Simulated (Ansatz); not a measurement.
Reaction (ligand exchange at the Sn–Cl bond): `F[CH2][SnH2][Cl]` + HBr → `F[CH2][SnH2][Br]` + HCl

Computed with Ansatz on PBE0-D4/def2-TZVP structures; ΔE is electronic, products minus reactants. CBS: MP2 limit from def2 TZ/QZ plus the TZ coupled-cluster correction, frozen cores. This one scheme is used for every species. Functionals use def2-TZVPP. def2 core potentials past Kr. For Br, Sn outer-core shells are correlated without core-valence functions, which leaves a few kJ/mol of doubt a bond. Scalar relativity is left out up to krypton. Each species was taken in one conformer, which may not be the lowest.

**Question.** Is it downhill or uphill in electronic energy at CCSD(T)/CBS, and by how much? (An estimate is asked.)

**Answer.** Ansatz gave: Downhill: ΔE = -0.17 eV.

**Question.** What do these levels give: PBE0-D4, PBE0, MP2/def2-QZVPP, SCS-MP2/def2-QZVPP, HF/CBS(def2), CCSD/CBS(def2)? (An estimate is asked.)

**Answer.** Computed: PBE0-D4 -0.16, PBE0 -0.15, MP2/def2-QZVPP -0.17, SCS-MP2/def2-QZVPP -0.16, HF/CBS(def2) -0.15, CCSD/CBS(def2) -0.17 eV.

Largest T1 diagnostic among the species: 0.012.
